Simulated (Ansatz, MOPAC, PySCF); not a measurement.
Dimer: CH4O (SMILES CO) (first 6 atoms) with C2H6 (SMILES CC); geometry from B3LYP-D3(BJ)/def2-TZVP, rigid monomers moved along the line of their centres of mass till H6···C7 is 3.05 Å.
(charge 0, multiplicity 1):
```xyz
14

C     -0.634     0.241     0.053
O      0.683    -0.155     0.408
H     -1.248    -0.609    -0.265
H     -0.541     0.931    -0.785
H     -1.143     0.759     0.873
H      0.629    -0.771     1.146
C     -0.124    -0.763     4.101
C      0.147     0.735     4.204
H     -0.500    -1.170     5.041
H      0.786    -1.316     3.853
H     -0.874    -0.982     3.337
H     -0.764     1.285     4.448
H      0.538     1.132     3.266
H      0.879     0.949     4.985
```

Counterpoise-corrected where a basis set is named; no monomer relaxation. Rows marked so take none.

Rows in STO-3G carry no dispersion term and start afresh at each structure. The state reached by PM7 isn't checked; PM7 holds dispersion and hydrogen-bond terms.

The values were computed with Ansatz (Gaussian orbitals); MOPAC for PM7 (differences of heats of formation); PySCF for STO-3G rows, the dispersion terms. Values without a source in brackets are computed.

Q: One of these levels gives -31.4 meV for the interaction energy. Which?
A. PM7
B. PBE/def2-TZVPPD
C. HF/STO-3G (no counterpoise)
D. PBE-D4/def2-TZVPPD

A: B, PBE/def2-TZVPPD. The others give -46.0 (PM7), 2.4 (HF/STO-3G (no counterpoise)), -69.3 (PBE-D4/def2-TZVPPD)

Ansatz is a first-principles code.
